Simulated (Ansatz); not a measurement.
Z-matrix (Å, degrees):
```
C
O 1 1.409
H 1 1.092 2 107.8
H 1 1.097 2 112.0 3 -118.8
H 1 1.098 2 112.3 3 119.1
Ge 2 1.776 1 118.8 3 -173.2
Si 6 2.393 2 109.1 1 -60.0
H 6 1.542 2 109.7 1 59.3
H 6 1.532 2 105.2 1 -179.4
Cl 7 2.044 6 110.0 2 -163.9
Cl 7 2.040 6 110.6 2 -43.7
Cl 7 2.045 6 111.2 2 76.5
```

Total charge 0; spin multiplicity 1.

(1) List the PBE/def2-TZVPP orbital energies in eV (Ansatz 0.2.0). (An estimate is asked.)

Answers

(1) Computed: Occupied: -10805.16, -2739.47, -2739.46, -2739.45, -1782.36, -1338.49, -1191.91, -1191.91, -1191.90, -510.46, -270.21, -250.05, -250.04, -250.03, -190.74, -190.73, -190.72, -190.58, -190.57, -190.57, -190.57, -190.56, -190.55, -163.11, -139.83, -114.58, -114.55, -114.52, -96.60, -96.60, -96.52, -30.54, -30.37, -30.36, -30.32, -30.31, -25.05, -21.68, -20.77, -20.76, -16.90, -14.40, -13.06, -11.22, -11.06, -10.94, -10.65, -10.60, -9.63, -8.89, -8.83, -8.79, -8.27, -8.21, -7.90, -7.85, -7.20, -6.40. Lowest empty: -1.72, -1.31, -1.18, -0.13, 0.33, 0.41, 1.14, 1.40.
